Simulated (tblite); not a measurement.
Isomers of C6H9NS. Level: GFN2-xTB in tblite, geometry and Hessian alike; calculated harmonic values, unscaled, isolated species. Against measured fundamentals such values can be off by several per cent, at times by over 20. Modes of hydrogen on sulfur can be 10 to 20 % off. One conformer each.

Electronic energies: GFN2-xTB at the same geometries; isomer energies are rough at this level and their order can be wrong.

```
                     SMILES  electronic energy, lowest = 0 (kJ/mol)
           C/N=C/C=C/C(C)=S                                   124.6
C[C@@H](S)[C@H]1C[C@@H]1C#N                                   104.2
                 CNc1ccsc1C                                     0.0
```

Q: How do GFN2-xTB zero-point energies change the relative energies?

A: 
```json
{"SMILES": "CNc1ccsc1C", "ZPE (kJ/mol)": "357.0", "of it from modes above 1550 cm⁻¹": "174.9", "electronic (kJ/mol)": "0.0", "with ZPE, lowest = 0 (kJ/mol)": "0.0", "lowest mode (cm⁻¹)": "70", "rings": "1"}
{"SMILES": "C[C@@H](S)[C@H]1C[C@@H]1C#N", "ZPE (kJ/mol)": "349.4", "of it from modes above 1550 cm⁻¹": "174.5", "electronic (kJ/mol)": "104.2", "with ZPE, lowest = 0 (kJ/mol)": "96.6", "lowest mode (cm⁻¹)": "50", "rings": "1"}
{"SMILES": "C/N=C/C=C/C(C)=S", "ZPE (kJ/mol)": "349.9", "of it from modes above 1550 cm⁻¹": "180.2", "electronic (kJ/mol)": "124.6", "with ZPE, lowest = 0 (kJ/mol)": "117.4", "lowest mode (cm⁻¹)": "57", "rings": "0"}
```

The zero-point energies span 7.6 kJ/mol, from `C[C@@H](S)[C@H]1C[C@@H]1C#N` to `CNc1ccsc1C`. The order is unchanged.
